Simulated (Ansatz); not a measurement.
This geometry of F3H5NO2Ta (12 atoms, charge 0, multiplicity 1) is a first-order saddle point.

These are results of RKS B3LYP/def2-SVP (Ansatz 0.2.0), not measurements.

```xyz
12
Properties=species:S:1:pos:R:3
Ta -0.040 0.261 0.174
N 2.267 -0.223 0.173
H 2.460 -1.180 0.475
H 2.617 -0.125 -0.783
O -0.107 -0.082 2.051
H -0.412 -0.192 2.953
O 0.126 0.580 -1.708
H -0.183 0.798 -2.589
F -1.889 0.665 0.118
F -0.007 -1.628 -0.156
F 0.753 1.973 0.525
H 2.795 0.423 0.763
```

(1) Which two structures does it join? (They come from a converged band through this point; their orientation in space is the band's.)

(2) How far does it lie above each of them?

Answers

(1) No bond is made or broken.  The two ends are copies of one structure, up to a mirror image or an exchange of like atoms.

First end point:

```xyz
12
Properties=species:S:1:pos:R:3
Ta -0.162 0.061 0.137
N 2.181 -0.253 0.125
H 2.469 -0.930 0.835
H 2.506 -0.593 -0.782
O -0.008 -0.224 2.038
H 0.086 0.319 2.827
O 0.078 0.559 -1.711
H 0.202 1.372 -2.212
F -2.038 0.264 0.136
F -0.014 -1.798 -0.248
F 0.419 1.865 0.527
H 2.661 0.629 0.320
```

Last end point:

```xyz
12
Properties=species:S:1:pos:R:3
Ta -0.102 0.434 0.200
N 2.215 -0.032 0.163
H 2.379 -1.035 0.049
H 2.678 0.451 -0.611
O 0.036 0.025 2.080
H -0.082 -0.754 2.633
O 0.071 0.495 -1.721
H -0.037 -0.127 -2.448
F -1.938 0.864 0.236
F -0.160 -1.486 -0.038
F 0.651 2.168 0.421
H 2.669 0.264 1.030
```

(2) 0.061 eV above the first and 0.061 eV above the second. This is the barrier of this one path; another mechanism may lie lower.

The run took 6.6 min on 4 threads of Arm Neoverse V1, with other jobs on the host, peak memory 0.43 GiB.
